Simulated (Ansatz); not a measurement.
Geometry optimisation of the cluster B4F⁻.

```yaml
crystal:
  periodic: [false, false, false]
  atoms:
    - {symbol: B, position_ang: [1.961160, 0.924510, 1.952550]}
    - {symbol: B, position_ang: [-1.087450, -0.508370, -0.861440]}
    - {symbol: B, position_ang: [0.011070, 0.002930, -0.037170]}
    - {symbol: B, position_ang: [1.199190, 0.555100, 0.709320]}
    - {symbol: F, position_ang: [-2.083970, -0.974170, -1.763270]}
basis:
  gaussian: {orbitals: def2-SVPD}
total_charge: -1
hamiltonian: {xc: pbe, dispersion: d4}
scf: {omitted_lower_state_checks: [starts]}
output: {orbitals: {seedname: orbitals}}
relax: {f_tol: 0.02, max_steps: 100}
```

```sh
$ ansatz run in.yaml --threads 4 --pin off --events-out ev --progress --plain --max-ram 3916MiB
```

Shortened log:

```
Functional definition: PBE
mean field -5406.43852340 eV, -198.6829511192 hartree, gradient 2.4e-5 eV, S^2 0.000000; 0 other end points of the search recorded, 0 dependent functions left out
relax step   1: F+E_penalty+E_count = -5406.57349228 eV  Δ(F+E_penalty+E_count) = +0.000e0 eV  max|allowed force component| = 3.670e0 eV/Å  Δτ_max = 0.0000 Å  (59 SCF iters, accepted)
mean field -5406.85989468 eV, -198.6984362282 hartree, gradient 2.5e-5 eV, S^2 0.000000; 0 other end points of the search recorded, 0 dependent functions left out
relax step   2: F+E_penalty+E_count = -5406.99270536 eV  Δ(F+E_penalty+E_count) = -4.192e-1 eV  max|allowed force component| = 1.526e0 eV/Å  Δτ_max = 0.0866 Å  (40 SCF iters, accepted)
mean field -5406.95049375 eV, -198.7017656827 hartree, gradient 1.1e-5 eV, S^2 0.000000; 0 other end points of the search recorded, 0 dependent functions left out
relax step   3: F+E_penalty+E_count = -5407.08231277 eV  Δ(F+E_penalty+E_count) = -8.961e-2 eV  max|allowed force component| = 3.266e-1 eV/Å  Δτ_max = 0.0490 Å  (41 SCF iters, accepted)
a density is far from that of the atoms, so the factors are made again for it
mean field -5406.95796396 eV, -198.7020402077 hartree, gradient 1.6e-5 eV, S^2 0.000000; 0 other end points of the search recorded, 0 dependent functions left out
relax step   4: F+E_penalty+E_count = -5407.08919810 eV  Δ(F+E_penalty+E_count) = -6.885e-3 eV  max|allowed force component| = 4.045e-1 eV/Å  Δτ_max = 0.2000 Å  (64 SCF iters, accepted)
a density is far from that of the atoms, so the factors are made again for it
mean field -5406.96949149 eV, -198.7024638366 hartree, gradient 1.8e-5 eV, S^2 0.000000; 0 other end points of the search recorded, 0 dependent functions left out
relax step   5: F+E_penalty+E_count = -5407.10024072 eV  Δ(F+E_penalty+E_count) = -1.104e-2 eV  max|allowed force component| = 6.022e-2 eV/Å  Δτ_max = 0.0567 Å  (56 SCF iters, accepted)
mean field -5406.96941122 eV, -198.7024608868 hartree, gradient 1.4e-5 eV, S^2 0.000000; 0 other end points of the search recorded, 0 dependent functions left out
relax step   6: F+E_penalty+E_count = -5407.10031147 eV  Δ(F+E_penalty+E_count) = -7.074e-5 eV  max|allowed force component| = 5.943e-2 eV/Å  Δτ_max = 0.0325 Å  (38 SCF iters, accepted)
mean field -5406.91786751 eV, -198.7005666906 hartree, gradient 9.0e-6 eV, S^2 0.000000; 0 other end points of the search recorded, 0 dependent functions left out
relax step   7: F+E_penalty+E_count = -5407.04789060 eV  Δ(F+E_penalty+E_count) = +5.242e-2 eV  max|allowed force component| = 1.088e0 eV/Å  Δτ_max = 0.1952 Å  (45 SCF iters, rejected (line search))
a density is far from that of the atoms, so the factors are made again for it
mean field -5406.96886268 eV, -198.7024407282 hartree, gradient 1.2e-5 eV, S^2 0.000000; 0 other end points of the search recorded, 0 dependent functions left out
relax step   8: F+E_penalty+E_count = -5407.09954026 eV  Δ(F+E_penalty+E_count) = +7.712e-4 eV  max|allowed force component| = 6.347e-2 eV/Å  Δτ_max = 0.0797 Å  (56 SCF iters, rejected (line search))
mean field -5406.97055568 eV, -198.7025029449 hartree, gradient 1.6e-5 eV, S^2 0.000000; 0 other end points of the search recorded, 0 dependent functions left out
relax step   9: F+E_penalty+E_count = -5407.10140528 eV  Δ(F+E_penalty+E_count) = -1.094e-3 eV  max|allowed force component| = 3.529e-2 eV/Å  Δτ_max = 0.0146 Å  (35 SCF iters, accepted)
a density is far from that of the atoms, so the factors are made again for it
mean field -5406.97114391 eV, -198.7025245618 hartree, gradient 1.5e-5 eV, S^2 0.000000; 0 other end points of the search recorded, 0 dependent functions left out
relax step  10: F+E_penalty+E_count = -5407.10192018 eV  Δ(F+E_penalty+E_count) = -5.149e-4 eV  max|allowed force component| = 1.410e-2 eV/Å  Δτ_max = 0.0333 Å  (52 SCF iters, accepted)
a density is far from that of the atoms, so the factors are made again for it
mean field -5406.97120047 eV, -198.7025266406 hartree, gradient 2.0e-5 eV, S^2 0.000000; 0 other end points of the search recorded, 0 dependent functions left out
relax step  11: F+E_penalty+E_count = -5407.10197461 eV  Δ(F+E_penalty+E_count) = -5.443e-5 eV  max|allowed force component| = 7.007e-3 eV/Å  Δτ_max = 0.0099 Å  (50 SCF iters, accepted)
a density is far from that of the atoms, so the factors are made again for it
mean field -5406.97120047 eV, -198.7025266406 hartree, gradient 1.8e-5 eV, S^2 0.000000; 0 other end points of the search recorded, 0 dependent functions left out
Total energy: -5407.10202235 eV, -198.7073342562 hartree
Atom 0 at     2.188892     1.026424     1.953653 Å, force    -0.003483    -0.001663    -0.003502 eV/Å
Atom 1 at    -1.135340    -0.531751    -0.974929 Å, force     0.001501     0.000535    -0.007008 eV/Å
Atom 2 at    -0.063370    -0.029174    -0.012232 Å, force    -0.003460    -0.001467     0.003652 eV/Å
Atom 3 at     1.073604     0.501604     0.846238 Å, force     0.003515     0.001637     0.001704 eV/Å
Atom 4 at    -2.063786    -0.967105    -1.812741 Å, force     0.001927     0.000958     0.005153 eV/Å
Dipole moment:    -1.554428    -0.729854    -1.452410 e Å
Checks for a lower state left out: starts
```

Hardware: 4 threads of Arm Neoverse V1 on a shared host. Wall time 13 s.

The restricted singlet is unstable towards broken spin symmetry in Hartree–Fock (as tested in another run); at PBE-D4/def2-SVPD this wasn't settled. The highest occupied level of the charge -1 singlet lies above zero (up to 0.40 eV). The electron is either unbound and held by the finite basis, or the level is raised by self-interaction error. Another isomer (singlet) lies 2.32 eV lower at PBE0-D4/def2-TZVPD; other spin states weren't run for this one.
